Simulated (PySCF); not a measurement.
A calculated (TPSS, PySCF 2.14, Sapporo-DZP-2012, the spin-free X2C one-electron Hamiltonian (Gaussian nucleus)) atom or ion has these occupied shells.

| shell | electrons | orbital energy (eV) | rms radius, mean of both spins (bohr) |
| --- | --- | --- | --- |
| 1s α | 1 | -119.47 | 0.485 |
| 1s β | 1 | -119.01 | 0.485 |
| 2s α | 1 | -14.528 | 2.45 |

Question: Name the element and its charge.

Answer: Be+ (beryllium, charge +1), in [He] 2s1, 2S determinant.
